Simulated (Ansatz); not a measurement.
W(NH)(S)(OH)(SH) (H3NOS2W), SMILES [OH][W](=[S])(=[NH])[SH], multiplicity 1.

Coordinates come from a PBE-D3(BJ)/def2-SVP optimisation. The multiplicity is an assumed one; no other spin state was optimised. The structure was generated by enumeration; whether it is a known compound was not checked. The def2 effective core potentials stand for the cores of W; spin–orbit coupling is left out. One conformer was computed; it need not be the lowest.

Two levels are set side by side: PBE/def2-SVPD (Ansatz, a program for electronic structure) and PBE0/def2-SVPD (Ansatz). Energy differences of separate SCF runs at the same geometry; the states with an electron removed or added have multiplicity 2 and 2. Differences are taken from unrounded values.

```csv
quantity,PBE0,PBE,PBE minus PBE0
vertical ionisation energy (eV),9.37,9.11,-0.25
vertical electron affinity (eV),0.83,0.54,-0.29
vertical singlet–triplet gap (eV),3.04,3.17,0.12
```
